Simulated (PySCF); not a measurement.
## KPb and its ions

PBE0; K def2-SVPD, Pb def2-SVPD with ECP60; scalar-relativistic core potentials (PySCF 2.14). Neutral (UKS): quartet (σ ↑, π ↑↑), Re = 3.328 Å, ωe = 123 cm⁻¹, De = 1.21 eV, HOMO -3.58 eV, LUMO -1.61 eV.

KPb⁺ (UKS): triplet (σ ↑, π ↑), Re = 3.943 Å, ωe = 62.4 cm⁻¹. The energies at the minima are -792.53951 hartree for KPb and -792.34931 for KPb⁺.

Q: Work out the adiabatic ionisation energy, without and with harmonic zero-point energies (1 hartree = 27.2114 eV, 1 eV = 8065.5 cm⁻¹), and the change of the bond length.

A: At PBE0: 0.19020 hartree = 5.176 eV between the minima; the zero-point term (62.4 − 123.0)/2 cm⁻¹ = -0.004 eV makes it 5.172 eV. Re changes by +61.5 pm against the neutral. The electron leaves a π orbital, and the ion is left as a loose complex of an ion and an atom.

These are scalar-relativistic numbers at best; spin–orbit coupling would shift them, the dissociation energy most. States were picked by a PBE0 search and need not be the measured ground states.
